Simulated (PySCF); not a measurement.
Computed shifts of a molecule C₃H₇FOSi, PBE/pcSseg-1 (PySCF), GIAO, gas phase, equivalent atoms averaged, in ppm (number of nuclei): ¹³C: 245.1 (1), 93.2 (1), 24.3 (1). ¹⁹F: -249.7 (1). ²⁹Si: -60.7 (1). ¹H: 12.83 (1), 5.64 (1), 4.39 (1), 4.18 (1), 1.97 (3). References: ¹³C against TMS (σ = 182.0 ppm); ¹⁹F against CFCl3 (σ = 133.6 ppm); ²⁹Si against TMS (σ = 335.4 ppm); ¹⁷O against H2O (σ = 334.3 ppm); ¹H against TMS (σ = 31.49 ppm), references at their B3LYP-D3(BJ)/def2-TZVP geometries, non-relativistic. Geometry optimised at r2SCAN-D4/def2-SVP. Other conformers were not sampled.

Which molecule gave these data?
A) O[Si@@H](F)C1CC1
B) C/C(=C\F)O[SiH3]
C) C[C@@H](F)[SiH2]C=O
D) CO/C=C(/F)[SiH3]

C, C[C@@H](F)[SiH2]C=O
